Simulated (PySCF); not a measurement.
**C₆ coefficients of unlike pairs at BP86**

Calculated with PySCF 2.14 from the dipole response of each species, C₆(A,B) = (3/π) ∫ α_A(iu) α_B(iu) du, in atomic units, from isotropic polarisabilities. For ions this is the dispersion term alone; charge-induced terms of lower order in 1/R come first.

| species | configuration | basis | relativity | α (bohr³) | C₆ (like pair) |
| --- | --- | --- | --- | --- | --- |
| S⁺ | [Ne] 3s2 3p3 (4S) | x2c-QZVPPall with one added diffuse shell each of s, p, d, f type (10s7p5d3f1g) | spin-free X2C | 11.00 | 54.30 |
| Ru²⁺ | [Kr] 4d6 (5D) | aug-cc-pwCVQZ-PP with ECP28MDF (9s9p8d5f4g3h) | core potential | 8.691 | 46.69 |
| Sm²⁺ | [Xe] 4f6 (7F) | x2c-TZVPPall with one added diffuse shell each of s, p, d, f type (12s8p8d5f2g) | spin-free X2C | 10.20 | 54.75 |
| Cl | [Ne] 3s2 3p5 (2P) | dyall-av2z (13s9p2d) | none | 13.77 | 88.52 |

**Question.** Estimate C₆ for Sm²⁺ with S⁺.

**Answer.** The integral gives 52.43. The combination rule 2 C_A C_B / (C_A α_B/α_A + C_B α_A/α_B) gives 54.35 and the geometric mean 54.52.

No spin-orbit coupling is included.

The other pairs:

```json
{"pair": "Cl, Sm²⁺", "C₆": "67.34"}
{"pair": "Sm²⁺, Ru²⁺", "C₆": "50.40"}
{"pair": "Cl, Ru²⁺", "C₆": "63.07"}
{"pair": "Ru²⁺, S⁺", "C₆": "49.14"}
{"pair": "Cl, S⁺", "C₆": "69.27"}
```
